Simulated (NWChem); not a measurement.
System meant: CH$_{2}$O$_{3}$Si; SMILES O=C1O[SiH2]O1

Input file for NWChem:

```
start job
memory heap 200 mb stack 900 mb global 1100 mb
geometry units angstroms noautosym nocenter noautoz
  O      0.000000     0.000000     2.112585
  C      0.000000     0.000000     0.921125
  O      0.000000     1.100562     0.065138
  Si     0.000000     0.000000    -1.267039
  O      0.000000    -1.100562     0.065138
  H     -1.251890     0.000000    -2.076629
  H      1.251890     0.000000    -2.076629
end
basis spherical
  * library 6-31g*
end
dft
  xc xtpss03 ctpss03
  iterations 150
end
property
  shielding 5 1 2 3 4 6
end
task dft property
```

End of the output:

```
 Vector   26  Occ=0.000000D+00  E=-2.223127D-03
              MO Center= -8.5D-10,  7.0D-10, -1.4D+00, r^2= 4.4D+00
   Bfn.  Coefficient  Atom+Function         Bfn.  Coefficient  Atom+Function
  ----- ------------  ---------------      ----- ------------  ---------------
    55      1.432348  4 Si pz                20     -0.457112  2 C  s
    76      0.376758  6 H  s                 78      0.376758  7 H  s
    52      0.360857  4 Si s                 34     -0.341640  3 O  s
    66     -0.341640  5 O  s                 23      0.317398  2 C  pz
    51      0.271955  4 Si pz                 6     -0.163907  1 O  s

 center of mass
 --------------
 x =   0.00000000 y =   0.00000000 z =   0.15319548

 moments of inertia (a.u.)
 ------------------
         619.454392214560           0.000000000000           0.000000000000
           0.000000000000         492.366426127341           0.000000000000
           0.000000000000           0.000000000000         149.649838073879

     Multipole analysis of the density
     ---------------------------------

     L   x y z        total         alpha         beta         nuclear
     -   - - -        -----         -----         ----         -------
     0   0 0 0     -0.000000    -23.000000    -23.000000     46.000000

     1   1 0 0     -0.000000     -0.000000     -0.000000      0.000000
     1   0 1 0      0.000000      0.000000      0.000000      0.000000
     1   0 0 1     -1.739338     -2.360506     -2.360506      2.981674

     2   2 0 0    -24.626709    -17.910028    -17.910028     11.193348
     2   1 1 0      0.000000      0.000000      0.000000      0.000000
     2   1 0 1     -0.000000     -0.000000     -0.000000      0.000000
     2   0 2 0    -27.569011    -48.387739    -48.387739     69.206467
     2   0 1 1      0.000000      0.000000      0.000000      0.000000
     2   0 0 2    -26.088796   -141.536726   -141.536726    256.984657

          -----------------------------------------
          Chemical Shielding Tensors (GIAO, in ppm)
          -----------------------------------------

 ------------------------------------------------------------------------
  xtpss03: d2 not coded                    0
 ------------------------------------------------------------------------
 ------------------------------------------------------------------------
  current input line :
    22: task dft property
 ------------------------------------------------------------------------
 ------------------------------------------------------------------------
 This error has not yet been assigned to a category
 ------------------------------------------------------------------------
 For more information see the NWChem manual at https://nwchemgit.github.io

0: xtpss03: d2 not coded:Received an Error in Communication
```

Task: What is wrong, and how is it mended?

Result: The program stopped with an error. Cause: this functional's second derivatives, which shieldings need, aren't coded here; the fix takes a hybrid GGA instead. This input runs:
```
start job
memory heap 200 mb stack 900 mb global 1100 mb
geometry units angstroms noautosym nocenter noautoz
  O      0.000000     0.000000     2.112585
  C      0.000000     0.000000     0.921125
  O      0.000000     1.100562     0.065138
  Si     0.000000     0.000000    -1.267039
  O      0.000000    -1.100562     0.065138
  H     -1.251890     0.000000    -2.076629
  H      1.251890     0.000000    -2.076629
end
basis spherical
  * library 6-31g*
end
dft
  xc pbe0
  iterations 150
end
property
  shielding 5 1 2 3 4 6
end
task dft property
```
It converges to -554.10691 Ha (PBE0/6-31G* (spherical d), GIAO).
